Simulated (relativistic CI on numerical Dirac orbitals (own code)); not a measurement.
**Level scheme of Rb27+**

Computed by Dirac-Coulomb-Breit CI, KLI orbitals optimised for each configuration, a model potential for QED, unscaled Slater integrals (own radial code, finite nucleus).

CI space (outside the closed core 1s2): 2s2 2p6, 2s2 2p5 3s, 2s2 2p5 3p, 2s2 2p5 3d, 2s 2p6 3s, 2s 2p6 3p, 2s 2p6 3d, 2s2 2p5 4s, 2s2 2p5 4p, 2s2 2p5 4d, 2s2 2p5 4f, 2s 2p6 4s, 2s 2p6 4p, 2s2 2p4 3s2, 2s 2p6 4d, 2s 2p6 4f. Levels of other configurations are missing.

| No. | Configuration | Term | J | E (Ry) | % | Landé g | Lifetime (s) | jj configuration (%) |
| --- | --- | --- | --- | --- | --- | --- | --- | --- |
| 1 | 2s2 2p6 | 1S | 0 | 0.000 | 100 |  |  | closed (100) |
| 2 | 2s2 2p5 3s | 3P° | 2 | 129.395 | 100 | 1.494 | 1.46e-07 | 2p3/2^3 3s (100) |
| 3 | 2s2 2p5 3s | 1P° | 1 | 129.645 | 63 | 1.177 | 1.60e-13 | 2p3/2^3 3s (100) |
| 4 | 2s2 2p5 3p | 3S | 1 | 133.325 | 53 | 1.699 | 1.19e-10 | 2p3/2^3 3p1/2 (91) |
| 5 | 2s2 2p5 3p | 3D | 2 | 133.552 | 53 | 1.156 | 5.64e-11 | 2p3/2^3 3p1/2 (100) |
| 6 | 2s2 2p5 3s | 3P° | 0 | 133.970 | 100 |  | 4.39e-07 | 2p1/2 2p3/2^4 3s (100) |
| 7 | 2s2 2p5 3s | 3P° | 1 | 134.096 | 63 | 1.308 | 2.35e-13 | 2p1/2 2p3/2^4 3s (100) |
| 8 | 2s2 2p5 3p | 3D | 3 | 134.532 | 100 | 1.329 | 5.02e-11 | 2p3/2^3 3p3/2 (100) |
| 9 | 2s2 2p5 3p | 1P | 1 | 134.565 | 59 | 1.166 | 5.86e-11 | 2p3/2^3 3p3/2 (91) |
| 10 | 2s2 2p5 3p | 3P | 2 | 134.899 | 67 | 1.332 | 3.15e-11 | 2p3/2^3 3p3/2 (100) |
| 11 | 2s2 2p5 3p | 3P | 0 | 136.154 | 71 |  | 2.52e-11 | 2p3/2^3 3p3/2 (86) |
| 12 | 2s2 2p5 3p | 3D | 1 | 138.027 | 71 | 0.661 | 1.10e-10 | 2p1/2 2p3/2^4 3p1/2 (100) |
| 13 | 2s2 2p5 3p | 3P | 1 | 139.175 | 55 | 1.454 | 4.63e-11 | 2p1/2 2p3/2^4 3p3/2 (99) |
| 14 | 2s2 2p5 3p | 3D | 2 | 139.276 | 47 | 1.164 | 3.33e-11 | 2p1/2 2p3/2^4 3p3/2 (100) |
| 15 | 2s2 2p5 3d | 3P° | 0 | 139.391 | 100 |  | 3.75e-11 | 2p3/2^3 3d3/2 (100) |
| 16 | 2s2 2p5 3d | 3P° | 1 | 139.577 | 84 | 1.338 | 3.28e-12 | 2p3/2^3 3d3/2 (83) |
| 17 | 2s2 2p5 3p | 1S | 0 | 139.748 | 70 |  | 2.05e-11 | 2p1/2 2p3/2^4 3p1/2 (86) |
| 18 | 2s2 2p5 3d | 3F° | 3 | 139.863 | 58 | 1.068 | 3.32e-11 | 2p3/2^3 3d3/2 (100) |
| 19 | 2s2 2p5 3d | 3F° | 4 | 139.915 | 100 | 1.246 | 4.99e-11 | 2p3/2^3 3d5/2 (100) |
| 20 | 2s2 2p5 3d | 3P° | 2 | 139.921 | 50 | 1.310 | 3.77e-11 | 2p3/2^3 3d3/2 (51) |
| 21 | 2s2 2p5 3d | 1D° | 2 | 140.160 | 59 | 0.979 | 3.71e-11 | 2p3/2^3 3d5/2 (51) |
| 22 | 2s2 2p5 3d | 3D° | 3 | 140.399 | 68 | 1.224 | 4.37e-11 | 2p3/2^3 3d5/2 (100) |
| 23 | 2s2 2p5 3d | 3D° | 1 | 141.285 | 47 | 0.800 | 1.15e-14 | 2p3/2^3 3d5/2 (78) |
| 24 | 2s2 2p5 3d | 3F° | 2 | 144.397 | 71 | 0.773 | 3.25e-11 | 2p1/2 2p3/2^4 3d3/2 (100) |
| 25 | 2s2 2p5 3d | 3D° | 2 | 144.641 | 42 | 1.258 | 4.56e-11 | 2p1/2 2p3/2^4 3d5/2 (99) |
| 26 | 2s2 2p5 3d | 3F° | 3 | 144.760 | 40 | 1.112 | 4.65e-11 | 2p1/2 2p3/2^4 3d5/2 (100) |
| 27 | 2s2 2p5 3d | 1P° | 1 | 145.350 | 53 | 0.857 | 9.23e-15 | 2p1/2 2p3/2^4 3d3/2 (95) |
| 28 | 2s 2p6 3s | 3S | 1 | 148.150 | 99 | 1.995 | 2.55e-12 | 2s 3s (99) |
| 29 | 2s 2p6 3s | 1S | 0 | 148.953 | 100 |  | 3.51e-12 | 2s 3s (100) |
| 30 | 2s 2p6 3p | 3P° | 0 | 152.196 | 99 |  | 2.77e-12 | 2s 3p1/2 (99) |
| 31 | 2s 2p6 3p | 3P° | 1 | 152.274 | 76 | 1.376 | 1.59e-13 | 2s 3p1/2 (98) |
| 32 | 2s 2p6 3p | 3P° | 2 | 153.324 | 99 | 1.496 | 2.66e-12 | 2s 3p3/2 (99) |
| 33 | 2s 2p6 3p | 1P° | 1 | 153.529 | 76 | 1.117 | 4.98e-14 | 2s 3p3/2 (98) |
| 34 | 2s 2p6 3d | 3D | 1 | 158.372 | 100 | 0.498 | 3.11e-12 | 2s 3d3/2 (100) |
| 35 | 2s 2p6 3d | 3D | 2 | 158.437 | 97 | 1.159 | 2.98e-12 | 2s 3d3/2 (74) |
| 36 | 2s 2p6 3d | 3D | 3 | 158.591 | 100 | 1.330 | 2.99e-12 | 2s 3d5/2 (100) |
| 37 | 2s 2p6 3d | 1D | 2 | 159.221 | 98 | 1.002 | 2.09e-12 | 2s 3d5/2 (74) |
| 38 | 2s2 2p5 4s | 3P° | 2 | 175.576 | 100 | 1.495 | 4.63e-13 | 2p3/2^3 4s (100) |
| 39 | 2s2 2p5 4s | 1P° | 1 | 175.661 | 65 | 1.164 | 2.33e-13 | 2p3/2^3 4s (100) |
| 40 | 2s2 2p5 4p | 3S | 1 | 177.210 | 47 | 1.655 | 4.14e-13 | 2p3/2^3 4p1/2 (95) |
| 41 | 2s2 2p5 4p | 3D | 2 | 177.271 | 51 | 1.156 | 4.07e-13 | 2p3/2^3 4p1/2 (100) |
| 42 | 2s2 2p5 4p | 3D | 3 | 177.672 | 100 | 1.329 | 4.54e-13 | 2p3/2^3 4p3/2 (100) |
| 43 | 2s2 2p5 4p | 1P | 1 | 177.692 | 62 | 1.182 | 4.34e-13 | 2p3/2^3 4p3/2 (95) |
| 44 | 2s2 2p5 4p | 3P | 2 | 177.804 | 68 | 1.334 | 4.61e-13 | 2p3/2^3 4p3/2 (100) |
| 45 | 2s2 2p5 4p | 1S | 0 | 178.372 | 56 |  | 4.83e-13 | 2p3/2^3 4p3/2 (99) |
| 46 | 2s2 2p5 4d | 3P° | 0 | 179.511 | 100 |  | 2.32e-13 | 2p3/2^3 4d3/2 (100) |
| 47 | 2s2 2p5 4d | 3P° | 1 | 179.583 | 80 | 1.298 | 2.22e-13 | 2p3/2^3 4d3/2 (85) |
| 48 | 2s2 2p5 4d | 3F° | 3 | 179.673 | 56 | 1.068 | 2.33e-13 | 2p3/2^3 4d3/2 (100) |
| 49 | 2s2 2p5 4d | 3D° | 2 | 179.709 | 55 | 1.258 | 2.33e-13 | 2p3/2^3 4d3/2 (68) |
| 50 | 2s2 2p5 4d | 3F° | 4 | 179.709 | 100 | 1.247 | 2.31e-13 | 2p3/2^3 4d5/2 (100) |
| 51 | 2s2 2p5 4d | 1D° | 2 | 179.791 | 65 | 1.021 | 2.33e-13 | 2p3/2^3 4d5/2 (68) |
| 52 | 2s2 2p5 4d | 3D° | 3 | 179.881 | 69 | 1.228 | 2.33e-13 | 2p3/2^3 4d5/2 (100) |
| 53 | 2s2 2p5 4s | 3P° | 1 | 180.135 | 42 | 1.148 | 3.75e-14 | 2p1/2 2p3/2^4 4s (62) |
| 54 | 2s2 2p5 4s | 3P° | 0 | 180.166 | 100 |  | 4.60e-13 | 2p1/2 2p3/2^4 4s (100) |
| 55 | 2s2 2p5 4d | 1P° | 1 | 180.328 | 36 | 1.037 | 3.85e-14 | 2p3/2^3 4d5/2 (54) |
| 56 | 2s2 2p5 4f | 3D | 1 | 180.761 | 100 | 0.502 | 1.06e-13 | 2p3/2^3 4f5/2 (100) |
| 57 | 2s2 2p5 4f | 3G | 4 | 180.787 | 50 | 1.024 | 1.10e-13 | 2p3/2^3 4f5/2 (99) |
| 58 | 2s2 2p5 4f | 3D | 2 | 180.803 | 78 | 1.080 | 1.07e-13 | 2p3/2^3 4f5/2 (57) |
| 59 | 2s2 2p5 4f | 3G | 5 | 180.819 | 100 | 1.197 | 1.10e-13 | 2p3/2^3 4f7/2 (100) |
| 60 | 2s2 2p5 4f | 3F | 3 | 180.859 | 62 | 1.076 | 1.08e-13 | 2p3/2^3 4f5/2 (84) |
| 61 | 2s2 2p5 4f | 1D | 2 | 180.874 | 60 | 0.869 | 1.10e-13 | 2p3/2^3 4f7/2 (57) |
| 62 | 2s2 2p5 4f | 1F | 3 | 180.882 | 62 | 1.060 | 1.09e-13 | 2p3/2^3 4f7/2 (84) |
| 63 | 2s2 2p5 4f | 3F | 4 | 180.908 | 73 | 1.185 | 1.10e-13 | 2p3/2^3 4f7/2 (99) |
| 64 | 2s2 2p5 4p | 3D | 1 | 181.821 | 73 | 0.660 | 4.01e-13 | 2p1/2 2p3/2^4 4p1/2 (100) |
| 65 | 2s2 2p5 4p | 3P | 1 | 182.287 | 52 | 1.485 | 4.57e-13 | 2p1/2 2p3/2^4 4p3/2 (100) |
| 66 | 2s2 2p5 4p | 3P | 0 | 182.300 | 56 |  | 4.32e-13 | 2p1/2 2p3/2^4 4p1/2 (99) |
| 67 | 2s2 2p5 4p | 3D | 2 | 182.319 | 49 | 1.164 | 4.53e-13 | 2p1/2 2p3/2^4 4p3/2 (100) |
| 68 | 2s2 2p5 4d | 3F° | 2 | 184.240 | 73 | 0.766 | 2.34e-13 | 2p1/2 2p3/2^4 4d3/2 (100) |
| 69 | 2s2 2p5 4d | 3P° | 2 | 184.347 | 45 | 1.279 | 2.32e-13 | 2p1/2 2p3/2^4 4d5/2 (100) |
| 70 | 2s2 2p5 4d | 3F° | 3 | 184.390 | 43 | 1.110 | 2.32e-13 | 2p1/2 2p3/2^4 4d5/2 (100) |

Energies count from the lowest computed level; ° marks odd parity; lifetimes are radiative, by E1, M1, E2, M2 decay to levels of this space only. Filled j subshells are mostly left out of the jj labels.

The mean weight of the leading LS term, summed over parents, in these 70 levels is 72 %, and that of the leading jj configuration (from the same eigenvectors) 92 %, so jj coupling describes them better and the LS labels are nominal.

At this charge energies of transitions that change n are usually good to better than 1 %, and those within a shell (Δn = 0) to a few per cent.

LS names give the leading component of a level, which can be under half, so a name can repeat, a term be missing and a line seem to break the LS rules.
